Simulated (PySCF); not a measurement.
**Spinor energies of Sm⁶¹⁺ (samarium, charge +61)**

Start: 1s1; 1s1/2 filled at m_j = +1/2. Calculated with PySCF 2.14 in an even-tempered Gaussian basis (15 s from 170 bohr⁻², ratio 2.4; 11 p from 230 bohr⁻², ratio 2.4; 3 d from 690 bohr⁻², ratio 2.6; 3 f from 1000 bohr⁻², ratio 2.6): generalised Hartree-Fock with the X2C-1e Hamiltonian and a Gaussian nucleus; one run each with spin-orbit coupling (SO) switched off, then screened by Boettger's factors.

```csv
spinor shell,electrons,"ε, spin-free (eV)","ε, screened SO (eV)",weight of nominal j (screened SO),"rms radius, screened SO (bohr)"
1s1/2,1,-55283.6,-55283.6,1.000,0.0255
```

```tsv
quantity	spin-free	screened SO
E (hartree)	-2031.63591	-2031.63591
M_J	1/2	1/2
⟨J²⟩	0.750	0.750
⟨L²⟩	0.000	0.000
⟨S²⟩	0.750	0.750
```

Breit and QED terms are absent; they matter most for the inner s and p1/2 levels.

Densities and radii are taken from the X2C orbitals without a picture-change correction, which distorts them close to the nucleus.

Without spin-orbit coupling the j labels of p, d and f shells carry no meaning; the spin-free column gives the mean over the occupied spinors of each nl shell.
